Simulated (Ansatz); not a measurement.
Ansatz (a first-principles code) input:

Ansatz 0.2 input:
```yaml
crystal:
  periodic: [false, false, false]
  atoms:
    - {symbol: B, position_ang: [1.30807901, 0.11153823, -0.26187795]}
    - {symbol: F, position_ang: [1.44812550, -1.19530295, -0.46453105]}
    - {symbol: F, position_ang: [2.40370042, 0.83269193, -0.40063412]}
    - {symbol: O, position_ang: [0.17500576, 0.69723848, 0.05808154]}
    - {symbol: C, position_ang: [-1.06469342, 0.03251165, 0.23604062]}
    - {symbol: H, position_ang: [-1.41549612, 0.24337654, 1.24684687]}
    - {symbol: H, position_ang: [-1.77151289, 0.43974351, -0.48786443]}
    - {symbol: H, position_ang: [-0.96571291, -1.04435750, 0.09334066]}
basis:
  gaussian:
    orbitals: def2-TZVP
hamiltonian:
  xc: b3lyp
  dispersion: d3bj
relax: {f_tol: 0.002, max_steps: 150}
```

Q: Predict the final energy.

A: -340.00126 Eh (B3LYP-D3(BJ)/def2-TZVP). The basis has 173 functions. The run takes about 40 core-seconds (a rough figure).
